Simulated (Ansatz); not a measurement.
Ansatz results at the PBE0-D4/def2-TZVP geometry: zero-point energy (PBE0-D4/def2-TZVP) 19.3 kJ/mol; LUMO energy (PBE/def2-TZVPP) -4.46 eV; HOMO–LUMO gap (B3LYP/def2-TZVPP) 3.59 eV.

Problem. Which molecule gave them?
A. `[CH3][Mo]([CH3])(=[O])=[O]`
B. `[O]=[Mo]([F])([F])([F])[Cl]`
C. `[O]=[Mo]([F])([F])=[S]`
D. `[F][Mo](=[S])(=[S])[Cl]`

Solution. D. The others give `[O]=[Mo]([F])([F])=[S]`: 25.6, -4.23, 4.46; `[O]=[Mo]([F])([F])([F])[Cl]`: 31.7, -5.68, 4.58; `[CH3][Mo]([CH3])(=[O])=[O]`: 201.5, -3.50, 5.42.

B3LYP here is the variant with VWN-RPA as its local correlation; programs differ in this.
